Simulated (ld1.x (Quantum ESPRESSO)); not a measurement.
**Ranking TM potentials for lithium**

All share these settings but for the change named:

lithium, norm-conserving Troullier–Martins (Kleinman–Bylander form), made with ld1.x (Quantum ESPRESSO) 7.5 (revPBE, non-relativistic). Core none, reference 1s2 2s1 2p0. Waves: 1s (bound): rc 0.45 bohr; 2p (bound, empty): rc 4.20 bohr. Local part: the p channel. Core correction: none.

Occupied shells without a wave of their own: 2s. They enter only through the test configuration that unscreens the potential.

Cutoff: the first of the cutoffs (Ry, on a coarse ladder) from which the occupation-weighted sum of valence levels, in a spherical-Bessel basis at the reference potential, stays within 10 and 1 mRy of its value at 400 Ry; the density cutoff is not measured.

The base gives 300 Ry.

Of 7 variants that were run, those that failed, showed a ghost or another fault, or gave nearly equal values are left out.

Q: Rank these variants from softest to hardest (loose cutoff).
A. all radii scaled by about 1.10 (s 0.50, p 4.62 bohr)
B. all radii scaled by about 1.28 (s 0.58, p 5.36 bohr)
C. all radii scaled by about 1.21 (s 0.54, p 5.10 bohr)

A: B (200 Ry), C (230 Ry), A (260 Ry).
